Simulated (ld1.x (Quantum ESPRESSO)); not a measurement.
Transferability test, ultrasoft potential for tellurium

```json
{
 "Element": "tellurium",
 "Generator": "ld1.x (Quantum ESPRESSO) 7.5",
 "Type": "ultrasoft",
 "Functional": "PBE",
 "Relativity": "scalar-relativistic",
 "Frozen core": "[Kr]",
 "Valence charge": "16",
 "Reference configuration": "4d10 5s1.5 5p4.5",
 "Partial waves": "5s (bound): rcut 1.50, rcutus 1.90 bohr; 5s channel at 0.3 Ry: rcut 1.50, rcutus 1.90 bohr; 5p (bound): rcut 2.05, rcutus 2.45 bohr; 5p channel at -0.15 Ry: rcut 2.05, rcutus 2.45 bohr; 4d (bound): rcut 0.90, rcutus 1.20 bohr; 4d channel at -1.85 Ry: rcut 0.90, rcutus 1.20 bohr; 4f channel at 0.5 Ry: rcut 2.35, rcutus 2.60 bohr; 4f channel at 2.8 Ry: rcut 2.35, rcutus 2.60 bohr",
 "Local potential": "all-electron potential smoothed inside 2.15 bohr (lloc = -1)",
 "Core correction": "none",
 "Augmentation charge": "PSQ, radius 0.70 bohr"
}
```

Energies are relative to the spin-unpolarised reference configuration 4d10 5s1.5 5p4.5; without spin polarisation the order of configurations can differ from experiment.

```tsv
valence configuration	charge	ΔE all-electron (eV)	error AE − PS (meV)
4d10 5s2 5p4	0	-4.603	+11
4d10 5s2 5p2	+2	23.051	+24
4d10 5s1 5p5	0	4.652	+6.7
4d10 5s2 5p3.5	+0.5	-0.705	+13
4d9 5s2 5p4	+1	44.651	+138
```

Task: What are ΔE and the potential's error for 4d9 5s2 5p5?

Result: ΔE = 33.654 eV all-electron; the error (AE − PS) is +117 meV.

Task: What are ΔE and the potential's error for 4d10 5s2 5p3?

Result: ΔE = 5.126 eV all-electron; the error (AE − PS) is +15 meV.

Levels in the configuration 4d9 5s2 5p4:

```json
{"level": "4d", "all-electron (eV)": "-57.233", "pseudo (eV)": "-56.984"}
{"level": "5s", "all-electron (eV)": "-25.644", "pseudo (eV)": "-25.931"}
{"level": "5p", "all-electron (eV)": "-15.148", "pseudo (eV)": "-15.124"}
```
